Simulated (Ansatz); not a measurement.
`C[CH2][SbH][SiH3]`. Charge 0, multiplicity 1. Sb takes the def2 core potential.

```xyz
13

C     0.3874   -1.8180    1.3840
C    -0.1553   -0.9304    0.2785
Sb    1.2988    0.5680   -0.3495
Si   -0.4258    1.9744   -1.6344
H    -0.3418   -2.5831    1.6683
H     0.6228   -1.2413    2.2821
H     1.3008   -2.3341    1.0769
H    -0.3931   -1.5121   -0.6153
H    -1.0643   -0.4136    0.5884
H     1.0773    1.5350    1.0467
H     0.1176    3.3306   -1.9137
H    -1.7007    2.1118   -0.8781
H    -0.7238    1.3127   -2.9341
```

**Question.** What are the harmonic wavenumbers in cm⁻¹ at PBE0-D4/def2-TZVP (Ansatz, finite differences of forces, unscaled)? (Estimate.)

**Answer.** Ansatz gave: 50, 78, 95, 226, 238, 310, 395, 483, 505, 571, 614, 735, 862, 936, 941, 973, 981, 1056, 1217, 1259, 1406, 1459, 1489, 1493, 1941, 2206, 2219, 2225, 3037, 3073, 3103, 3110, 3138.

**Question.** Is this a minimum?

**Answer.** Yes, all 33 modes are real.

**Question.** Give the ideal-gas thermochemistry at 298.15 K and 1 bar (rigid rotor, harmonic oscillator; point group C1, symmetry number 1).

**Answer.** Zero-point energy 253.8 kJ/mol; H(298) − E = 277.6 kJ/mol; entropy 381.4 J/(mol·K), of which translation 173.8, rotation 116.6, vibration 91.0; G(298) − E = 163.9 kJ/mol. Modes under 100 cm⁻¹ are hindered rotations or soft bends, so the harmonic entropy is rough.
